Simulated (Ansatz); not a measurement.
Program: Ansatz. Geometries: PBE0-D4/def2-TZVP. ΔE: electronic, gas phase. CCSD(T)/CBS is the MP2 limit (def2-TZVPP, def2-QZVPP) plus CCSD(T) − MP2 in def2-TZVPP, frozen cores. DFT in def2-TZVPP. B3LYP here is the variant with VWN-RPA as its local correlation; programs differ in this. def2 core potentials past Kr. For Br, Ge, Sn outer-core shells are correlated without core-valence functions, which leaves a few kJ/mol of doubt a bond. Scalar relativity is left out up to krypton. One conformer a species, not always the lowest.

Consider the redistribution: `[SiH3][SiH2][SnH3]` + `[BH2][GeH2][Br]` → `[BH2][GeH2][SiH2][SiH3]` + `[Br][SnH3]`.

```tsv
level	ΔE (kcal/mol)	difference from CCSD(T)/CBS
ωB97X-V	-3.6	1.1
PBE	-4.1	0.6
r2SCAN	-4.6	0.1
PBE0	-3.7	1.0
B3LYP	-3.6	1.1
MP2/def2-TZVPP	-3.1	1.6
CCSD(T)/def2-TZVPP	-3.3	1.4
HF/def2-QZVPP	-2.9	1.8
HF/CBS(def2)	-3.0	1.7
CCSD/CBS(def2)	-4.5	0.2
CCSD(T)/CBS	-4.7	0
```

Largest T1 diagnostic among the species: 0.014.
